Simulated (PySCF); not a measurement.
Computed IR spectrum (relative IR intensity) of a molecule C₃H₉BO. Geometry: PBE0-D3(BJ)/def2-SVP. One conformer was computed; it need not be the lowest. All values below come from PySCF with PBE0-D3(BJ)/def2-SVP. Frequencies are harmonic and unscaled.

Lines under 2 % of the strongest are left out, and lines within 2 cm⁻¹ are merged.

```csv
ν (cm⁻¹),relative intensity
952,11
1112,4.1
1158,18
1199,2.9
1294,5.6
1339,58
1386,100
1432,4.2
1439,20
1468,2.2
1480,3.5
1501,30
3033,16
3118,11
3124,2.7
3154,8.4
3164,3.7
3170,4.7
```

Question: Which structure fits?
(A) CC(C)BO
(B) COB(C)C
(C) CCBOC
(D) BOC(C)C

Answer: B, COB(C)C
